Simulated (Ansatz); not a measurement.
C3H7FSi (`C[C@@H]1C[Si@@H]1F`), 12 atoms. Charge 0, multiplicity 1. All runs use 4 threads of an Arm Neoverse V1 on a shared host. Correlated methods freeze the cores.

Task: How many basis functions does each run have, and how long does it take in Ansatz? RKS B3LYP-D4/def2-TZVPP energy and forces; RKS ωB97M-V/def2-QZVPP energy; RKS PBE0-D4/def2-TZVP relaxation (7 steps); RHF-CCSD(T)/def2-TZVPP energy; RKS PBE0-D4/def2-TZVPP energy; RKS PBE0-D4/def2-TZVP frequencies; RHF-CCSD(T)/def2-SVP energy; RKS B97M-V/def2-TZVPP energy; RKS ωB97M-V/def2-SVP energy; RKS PBE0-D4/def2-SVP energy; RKS PBE0-D4/def2-QZVPP energy; RKS SPW92 (LDA)/def2-TZVPP energy. (Estimate.)

Result: Computed: Other jobs shared the machine, so times are rough.

```json
{"level": "RKS SPW92 (LDA)/def2-TZVPP", "job": "energy", "functions": "264", "wall time": "1.3 s", "peak host memory (GiB)": "0.34"}
{"level": "RKS PBE0-D4/def2-SVP", "job": "energy", "functions": "109", "wall time": "1.9 s", "peak host memory (GiB)": "0.23"}
{"level": "RKS PBE0-D4/def2-TZVPP", "job": "energy", "functions": "264", "wall time": "2.8 s", "peak host memory (GiB)": "0.64"}
{"level": "RKS B3LYP-D4/def2-TZVPP", "job": "energy and forces", "functions": "264", "wall time": "4.6 s", "peak host memory (GiB)": "0.76"}
{"level": "RHF-CCSD(T)/def2-SVP", "job": "energy", "functions": "109", "wall time": "4.8 s", "peak host memory (GiB)": "0.54"}
{"level": "RKS ωB97M-V/def2-SVP", "job": "energy", "functions": "109", "wall time": "6 s", "peak host memory (GiB)": "0.33"}
{"level": "RKS B97M-V/def2-TZVPP", "job": "energy", "functions": "264", "wall time": "9 s", "peak host memory (GiB)": "0.44"}
{"level": "RKS PBE0-D4/def2-QZVPP", "job": "energy", "functions": "508", "wall time": "13 s", "peak host memory (GiB)": "1.8"}
{"level": "RKS PBE0-D4/def2-TZVP", "job": "relaxation (7 steps)", "functions": "203", "wall time": "24 s", "peak host memory (GiB)": "0.51"}
{"level": "RKS ωB97M-V/def2-QZVPP", "job": "energy", "functions": "508", "wall time": "27 s", "peak host memory (GiB)": "2.2"}
{"level": "RHF-CCSD(T)/def2-TZVPP", "job": "energy", "functions": "264", "wall time": "2.8 min", "peak host memory (GiB)": "6.6"}
{"level": "RKS PBE0-D4/def2-TZVP", "job": "frequencies", "functions": "203", "wall time": "4.6 min", "peak host memory (GiB)": "0.52"}
```

B3LYP here is the variant with VWN-RPA as its local correlation; programs differ in this.
